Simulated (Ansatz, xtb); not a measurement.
Molecule: SnBr₂, charge 0, multiplicity 1. SMILES: [Br][Sn][Br]
Geometry from a B3LYP-D3(BJ)/def2-TZVP (Ansatz, an electronic-structure program) optimisation:
```
Sn
Br 1 2.5459
Br 1 2.5459 2 99.79
```
Charge 0, spin multiplicity 1.

Harmonic wavenumbers from GFN2-xTB (xtb, at its own minimum), cm⁻¹: 73, 230, 235.

Q: Give the harmonic wavenumbers at B3LYP-D3(BJ)/def2-TZVP (Ansatz, finite differences of forces, unscaled).

A: 76, 229, 237 cm⁻¹. Zero-point energy 0.8 kcal/mol.

Q: From these and the geometry, give the ideal-gas thermochemistry at 298.15 K and 1 atm (rigid rotor, harmonic oscillator).

A: Point group C2v, rotational symmetry number 2. Rotational constants 2.759, 0.834, 0.6404 GHz. S(trans) 42.77, S(rot) 28.39, S(vib) 7.69, S(elec, spin only) 0.00, S 78.9 cal/(mol K). H(298) - H(0) 3.50 kcal/mol; G - E(el) -19.2 kcal/mol.
